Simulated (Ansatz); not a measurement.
`O[SiH](O)[SiH](Cl)Cl` + H–F → `F[SiH](Cl)Cl` + `O[SiH2]O`  (cleavage of the Si–Si bond)

Isolated molecules relaxed with PBE0-D4/def2-TZVP in Ansatz; ΔE leaves out vibrations. CBS: MP2 limit from def2 TZ/QZ plus the TZ coupled-cluster correction, frozen cores. This one scheme is used for every species. Functionals use def2-TZVPP. Each species was taken in one conformer, which may not be the lowest.

`O[SiH](O)[SiH](Cl)Cl`:

Cartesian coordinates in Å:
```
O 0.067 0.325 1.907
Si 0.396 0.720 0.351
O 1.931 0.384 -0.124
Si -0.907 -0.634 -1.055
Cl -1.004 -2.470 -0.115
Cl -2.805 0.136 -1.201
H -0.012 -0.609 2.117
H 0.102 2.170 0.263
H 2.657 0.857 0.288
H -0.425 -0.879 -2.432
```

H–F:

```xyz
2

F    -0.288   -0.008   -0.359
H     0.288    0.008    0.359
```

`F[SiH](Cl)Cl`:

Cartesian coordinates in Å:
```
F -0.006 1.265 1.011
Si 0.094 0.002 0.066
Cl 0.063 0.639 -1.855
Cl -1.496 -1.196 0.431
H 1.346 -0.710 0.347
```

`O[SiH2]O`:

```xyz
7

O     0.505   -1.241   -0.556
Si   -0.173   -0.081    0.388
O    -0.130    1.417   -0.282
H     0.074   -1.449   -1.386
H    -1.618   -0.332    0.601
H     0.614   -0.138    1.641
H     0.729    1.824   -0.407
```

```csv
level,ΔE (kJ/mol)
PBE-D4,-127.6
ωB97M-V,-158.0
PBE,-136.6
r2SCAN,-155.9
SCS-MP2/def2-TZVPP,-164.5
HF/def2-QZVPP,-187.4
MP2/def2-QZVPP,-157.4
CCSD/CBS(def2),-155.4
```

What does CCSD(T)/CBS give? (Estimate.)

Computed: -151.0 kJ/mol. The listed levels differ from it by 23.4, -7.0, 14.4, -4.9, -13.5, -36.4, -6.4, -4.4 kJ/mol.

Largest T1 diagnostic among the species: 0.011.

In def2-TZVPP, CCSD(T) changes the Hartree–Fock value by +29.8 kJ/mol (the triples alone add +4.5 kJ/mol) and MP2 by +26.0 kJ/mol. The D4 term adds +14.3 kJ/mol with B3LYP and +8.3 kJ/mol with PBE0; it sums over pairs of atoms, weighted by their polarisabilities, and B3LYP, whose exchange is more repulsive, gets the larger term.

B3LYP here is the variant with VWN-RPA as its local correlation; programs differ in this.
